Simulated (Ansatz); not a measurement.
A set of 12 reactions (ligand exchange), with CCSD(T)/CBS values in kJ/mol:

| reaction | ΔE |
| --- | --- |
| `[NH]=[Nb]([NH2])([Cl])[Cl]` + H–F → `[NH]=[Nb]([F])([Cl])[Cl]` + NH₃ | -53.0 |
| `[F][InH][SiH3]` + `C[NH][AlH][OH]` → `C[NH][AlH][O][SiH3]` + `[F][InH2]` | -77.0 |
| `[SiH3]OB(Cl)Cl` + `CO[SiH](O)F` → `CO[SiH](F)O[SiH3]` + `OB(Cl)Cl` | -15.6 |
| `CN([SiH2]O)[SiH](O)F` + `[OH][GeH3]` → `O[SiH](F)[O][GeH3]` + `CN[SiH2]O` | -61.3 |
| `C[O][Al]([F])[SH]` + H₂S → `C[O][Al]([SH])[SH]` + H–F | 67.7 |
| `[SiH3]OB(Cl)Cl` + H₂S → `[SiH3]OB(S)Cl` + HCl | 17.5 |
| `[OH][Ga]([F])[F]` + HCl → `[OH][Ga]([F])[Cl]` + H–F | -40.0 |
| `[OH][In]([SH])[O][SiH3]` + HCl → `[OH][In]([SH])[Cl]` + `O[SiH3]` | -66.1 |
| `C[N](C)[GeH3]` + `O[SiH](Cl)Cl` → `Cl[SiH](Cl)[O][GeH3]` + `CNC` | -42.7 |
| `[F][Zr]([F])([SH])[SH]` + H–F → `[F][Zr]([F])([F])[SH]` + H₂S | -78.3 |
| `CB1[SiH2]S1` + NH₃ → `NB1[SiH2]S1` + CH₄ | -100.5 |
| `C[SiH](N)CS` + H₂Te → `C[SiH](N)[TeH]` + CH₃SH | -63.8 |

Gas-phase electronic energies from Ansatz, PBE0-D4/def2-TZVP geometries. CCSD(T)/CBS is the MP2 limit (def2-TZVPP, def2-QZVPP) plus CCSD(T) − MP2 in def2-TZVPP, frozen cores. This one scheme is used for every species. DFT in def2-TZVPP. B3LYP here is the variant with VWN-RPA as its local correlation; programs differ in this. def2 core potentials past Kr. For Ga, Ge, In, Nb, Te, Zr outer-core shells are correlated without core-valence functions, which leaves a few kJ/mol of doubt a bond. Scalar relativity is left out up to krypton. One conformer a species, not always the lowest.

Q: Give the mean, mean absolute and largest difference (level minus CCSD(T)/CBS, kJ/mol) for: r2SCAN-D4, PBE0-D4, ωB97X-V, ωB97M-V, B2PLYP, r2SCAN, B3LYP, MP2/def2-TZVPP, SCS-MP2/def2-TZVPP, CCSD/def2-TZVPP, CCSD(T)/def2-TZVPP, HF/def2-QZVPP, SCS-MP2/def2-QZVPP, MP2/CBS(def2). (Best estimate.)

A: Ansatz gave: 
| level | mean | mean absolute | largest |
| --- | --- | --- | --- |
| r2SCAN-D4 | -2.6 | 5.2 | -18.3 |
| PBE0-D4 | -1.8 | 4.4 | -11.9 |
| ωB97X-V | -3.0 | 6.4 | -17.9 |
| ωB97M-V | -2.2 | 5.6 | -13.8 |
| B2PLYP | -2.6 | 6.3 | -12.4 |
| r2SCAN | -2.9 | 5.5 | -19.6 |
| B3LYP | -4.1 | 8.8 | -19.7 |
| MP2/def2-TZVPP | 0.5 | 2.4 | -5.1 |
| SCS-MP2/def2-TZVPP | -1.0 | 4.1 | -10.9 |
| CCSD/def2-TZVPP | -0.8 | 4.4 | 7.0 |
| CCSD(T)/def2-TZVPP | 0.6 | 2.4 | 7.3 |
| HF/def2-QZVPP | -10.6 | 16.7 | -31.3 |
| SCS-MP2/def2-QZVPP | -1.4 | 3.7 | -9.9 |
| MP2/CBS(def2) | 0.0 | 3.1 | -6.9 |

The largest T1 diagnostic in the set is 0.020, for `[NH]=[Nb]([NH2])([Cl])[Cl]` (customary mark 0.02).

CCSD(T)/CBS is a level of theory with its own doubt, and the functionals carry their triple-zeta basis error, so these figures describe this set and don't rank the functionals.
